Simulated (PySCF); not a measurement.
C₂H₆AlF, triplet, geometry from GFN2-xTB (such geometries of metal compounds can be far from the true shape) (a higher spin typed on purpose: for a closed-shell molecule this is an excited state). Base run: PBE0/6-31G* in PySCF.

Input for PySCF:
```python
from pyscf import gto, scf, dft, solvent

mol = gto.M(
    atom='''
Al   -0.458079   -0.244740   -0.508913
C     1.696030   -0.320001   -0.400343
H     2.033863   -1.318595   -0.154083
H     2.078922    0.417593    0.296125
H     1.964489   -0.056772   -1.418724
C    -0.322960   -0.695152    1.597389
H    -1.370593   -0.676469    1.881245
H     0.227980    0.073667    2.127578
H     0.105641   -1.676881    1.753837
F    -0.813744    1.390000   -0.561376
''',
    basis='6-31g*',
    charge=0,
    spin=2,
    verbose=4,
)

mf = dft.UKS(mol)
mf.xc = 'pbe0'
mf.kernel()
```

The base run was repeated with changes; each row names its change, and settings that it needs were set with it.

```csv
change,ΔE vs base (kcal/mol),dipole (D)
base,0.000,2.76
model = COSMO; solvent = chloroform,-3.32,3.21
model = SS(V)PE; solvent = chloroform,-3.41,3.23
model = IEF-PCM; solvent = chloroform; lebedev_order = 11,-3.41,3.24
model = IEF-PCM; solvent = chloroform; vdw_scale = 1.4,-2.11,3.15
model = IEF-PCM; solvent = chloroform; lebedev_order = 41,-3.45,3.24
model = IEF-PCM; solvent = chloroform; vdw_scale = 1.0,-6.74,3.32
model = IEF-PCM; solvent = n-hexane,-1.80,3.01
model = IEF-PCM; solvent = chloroform,-3.44,3.24
model = IEF-PCM; solvent = chloroform; r_probe = 0.5,-1.54,3.09
model = ddCOSMO; solvent = chloroform,-2.71,3.23
model = IEF-PCM; solvent = water,-4.75,3.44
```

The base is the gas phase, so ΔE is the electrostatic part of solvation at a fixed geometry, without cavity and dispersion terms.

Open shells are given as the SCF converged; they aren't shown to be the lowest states, and a large step between rows can be another state.
